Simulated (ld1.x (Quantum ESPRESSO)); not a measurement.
## Ho: one change to a TM potential, before and after

Ho (Z = 67), norm-conserving Troullier–Martins (Kleinman–Bylander form), made with ld1.x (Quantum ESPRESSO) 7.5 (LDA (PZ), scalar-relativistic). Core [Kr] 4d10, reference 4f11 5s2 5p6 5d0 6s0 6p0 (charge +2). Waves: 5s (bound): rc 2.15 bohr; 5p (bound): rc 2.50 bohr; 5d (bound, empty): rc 3.20 bohr; 4f (bound): rc 0.75 bohr. Local part: the f channel. Core correction: Bessel-smoothed model core, default radius (core density twice the valence density).

All-electron outer shells of the reference configuration (LDA (PZ), scalar-relativistic, ld1.x):

```
shell  level (eV)  outermost node (bohr)  outermost maximum (bohr)
   4p     -316.56                   0.27                      0.51
   4d     -173.22                   0.25                      0.52
   5s      -64.93                   0.62                      1.13
   5p      -40.32                   0.66                      1.29
   4f      -17.59                      –                      0.53
   6s      -14.71                   1.52                      2.95
   5d      -13.70                   0.75                      1.91
   6p      -10.07                   1.82                      3.70
```

Change: wave 5d (bound): rc 3.20 bohr becomes 5d (bound): rc 2.24 bohr.

Cutoffs: the cutoffs (Ry, on a coarse ladder) from which the occupation-weighted sum of valence levels, in a spherical-Bessel basis at the reference potential, stays within 10 and 1 mRy of its value at 400 Ry; they do not see the model core or the augmentation charge, which bear on the density cutoff. Errors are all-electron minus pseudo energies relative to the spin-unpolarised reference configuration.

What does the change do?

Both files keep a bound ghost (p, s); of the 8 tests that both files solve, the error grows in 2 and shrinks in 0 by more than 15 % and 0.3 meV (median size 218.5 → 227.4 meV).

| quantity | base | changed |
| --- | --- | --- |
| bound ghosts | s, p | s, p |
| tests counted (converged, no solver errors) | 8 of 9 | 8 of 9 |
| error for 4f11 5s2 5p6 5d0 6s2 6p0, meV [ΔE -18.55 eV] | +270 | +270 |
| error for 4f11 5s2 5p6 5d0 6s1 6p0, meV [ΔE -12.02 eV] | +186 | +186 |
| error for 4f10 5s2 5p6 5d0 6s0 6p0, meV [ΔE 26.29 eV] | +138 | +138 |
| error for 4f11 5s2 5p6 5d1 6s0 6p0, meV [ΔE -9.68 eV] | +0.3 | -4.0 |
| error for 4f10 5s2 5p6 5d1 6s2 6p0, meV [ΔE -13.91 eV] | +407 | +439 |
| error for 4f10 5s2 5p6 5d1 6s1 6p0, meV [ΔE -6.76 eV] | +251 | +290 |
| error for 4f11 5s2 5p6 5d0 6s0 6p0 (spin-polarised), meV [ΔE -1.57 eV] | -0.9 | -1.0 |
| error for 4f11 5s2 5p6 5d0 6s2 6p0 (spin-polarised), meV [ΔE -20.11 eV] | +268 | +268 |

Base: Tests not counted: 4f9 5s2 5p6 5d0 6s0 6p0 (solver errors, printed error -3975 eV). Changed file: Tests not counted: 4f9 5s2 5p6 5d0 6s0 6p0 (solver errors, printed error -4003 eV). A true bound ghost makes a file unfit for plane-wave use even where its test errors are small: the radial tests pick states by their node count and pass the ghost by. Where a test does run into it, the solver fails or the error is huge.
